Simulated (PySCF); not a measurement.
# Reading the logs of faulty runs: FH3Si2

These are calculations, not measurements. The program is PySCF 2.14.0, an open-source quantum chemistry code, run on an isolated molecule that a program drew, which may never have been made. The molecule is FH3Si2 (charge 0, singlet), drawn as the SMILES string `F[Si][SiH3]`.

Each row is a Hartree-Fock (HF) and frozen-core CCSD(T) single point in the cc-pV(D+d)Z basis, meant for a local HF minimum. Run 1 is clean. Each other run has one planted mistake out of seven kinds, and not every kind appears here: one electron removed, one electron added, multiplicity raised by two, geometry at a saddle point, minimal basis STO-3G, one bond length entered in bohr, all coordinates scaled. The reference is restricted for singlets and unrestricted otherwise, and also for a bond in bohr. Adding or removing an electron swaps singlet and doublet. Electrons count all cores. HOMO and LUMO are orbital energies over both spins, the gradient is its largest component, and the lowest frequency (negative if imaginary) is given only where the gradient is small. Bond lengths are over the 5 bonds as drawn. T1 is the CCSD diagnostic: over 0.02 (restricted) or 0.045 (unrestricted) a single reference is doubtful.

Geometry of the clean run:
```xyz
6
FH3Si2, angstrom
F    -2.1771   -3.4191   -1.7308
Si   -1.3498   -2.4971   -2.8003
Si   -1.4905   -0.4412   -1.4791
H    -0.8507   -0.6490   -0.1540
H    -0.8115    0.6928   -2.1568
H    -2.9157   -0.0774   -1.2669
```

| run | electrons | basis functions | <S^2> | HOMO (eV) | LUMO (eV) | gradient (hartree/bohr) | lowest frequency (cm^-1) | mean bond (Å) | longest bond (Å) | T1 | HF (hartree) | CCSD(T) (hartree) | mistake |
|---|---|---|---|---|---|---|---|---|---|---|---|---|---|
| 1 | 40 | 75 | 0.000 | -8.65 | 0.30 | 2.1e-05 | 70 | 1.7084 | 2.448 | 0.0170 | -679.05163 | -679.47185 | no fault |
| 2 | 41 | 75 | 0.771 | -1.23 | 7.61 | 2.8e-02 | - | 1.7084 | 2.448 | 0.0166 | -679.06777 | -679.49062 | one electron added |
| 3 | 40 | 75 | 2.016 | -7.97 | -0.12 | 1.7e-02 | - | 1.7084 | 2.448 | 0.0216 | -679.02719 | -679.42582 | multiplicity raised by two |
| 4 | 40 | 75 | 1.201 | -8.77 | 0.42 | 1.0e-02 | - | 1.9729 | 2.808 | 0.0604 | -678.95387 | -679.35591 | ? |
| 5 | 40 | 75 | 0.000 | -8.61 | 0.34 | 9.9e-03 | - | 1.6896 | 2.421 | 0.0167 | -679.05102 | -679.47059 | ? |

**Which mistake was planted in run 4, and what did it cost?**

The mean bond changes by a factor of 1.155 and the longest by 1.147, so the molecule wasn't scaled as a whole. A length L in bohr read as angstrom grows by (1/0.5292 - 1) L = 0.890 L. The 5 bonds together grew by 5 x 0.2645 = 1.323 Å, which gives L = 1.486 Å. That is the length of one of the H-Si bonds, 1.486 Å in the clean geometry. So the mistake is: one bond length entered in bohr. Subtracting run 1 and multiplying by 627.51 kcal/mol a hartree, the energy moved by 61.3 kcal/mol in HF and 72.8 kcal/mol in CCSD(T).

**Which mistake was planted in run 5, and what did it cost?**

The mean and the longest bond both change by the same factor, 0.989, and the gradient is no longer small. So the mistake is: all coordinates scaled. Subtracting run 1 and multiplying by 627.51 kcal/mol a hartree, the energy moved by 0.4 kcal/mol in HF and 0.8 kcal/mol in CCSD(T).

Cautions from the logs. Run 4: T1 is over the limit, so its CCSD(T) energy is less reliable.
